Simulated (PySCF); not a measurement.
**Vibration and rotation of InN⁺**

UHF-CCSD(T) constants of InN⁺, ⁴Σ⁻ (quartet), unpaired electrons σ ↑, π ↑↑ (In def2-TZVPPD with ECP28, N def2-TZVPPD; scalar-relativistic core potentials (PySCF 2.14); masses 114.9039 and 14.0031 u):

| Property | Result |
| --- | --- |
| ωe | 72.4 cm⁻¹ |
| ωexe | 1.78 cm⁻¹ |
| Be | 0.1351 cm⁻¹ |
| αe | 0.00401 cm⁻¹ |
| De to In⁺ + N | 0.086 eV |

Question: What force constant and bond length do these constants imply?

Answer: Reduced mass μred = 12.482 u; k = 5.8918×10⁻⁷·μred·ωe² (u, cm⁻¹, mdyn/Å) = 0.0385 mdyn/Å; Re = √(16.8576/(μred·Be)) (u, cm⁻¹, Å) = 3.162 Å.

Question: Estimate the centrifugal constant D from the Kratzer relation and find the Dunham coefficient a1.

Answer: D = 4Be³/ωe² = 1.88e-06 cm⁻¹; a1 = −1 − αeωe/(6Be²) = -3.65.

Correlated steps freeze 5 core orbitals. The bond is weak. Basis-set superposition, not corrected here, can be much of De in a small basis, most of all at correlated wavefunction levels. These are scalar-relativistic numbers at best; spin–orbit coupling would shift them, the dissociation energy most. For an ion De counts to the pair picked by the measured ionisation energies or electron affinities, which need not be the lowest pair at this level. The state was picked by a PBE0 search and need not be the measured ground state.
